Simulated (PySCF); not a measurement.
Vertical excitations of a molecule C3H10OSi2 from TDA-PBE/def2-SVPD run with PySCF, as energy in eV (oscillator strength): 5.06 (0.022), 5.87 (0.012), 5.91 (0.079), 6.36 (0.140), 6.36 (0.062), 6.45 (0.005). Lowest triplet (TDA): 4.02 eV. The structure is a stationary point at PBE-D3(BJ)/def2-SVP. One conformer was computed; it need not be the lowest.

### Question
Which structure fits?
A) C[C@@H]1OC[SiH2][SiH2]1
B) C[SiH2][C@H]1OC[SiH2]1
C) C=C[C@H]([SiH3])[SiH2]O
D) C=C[Si@@H]([SiH3])CO

### Answer
C, C=C[C@H]([SiH3])[SiH2]O
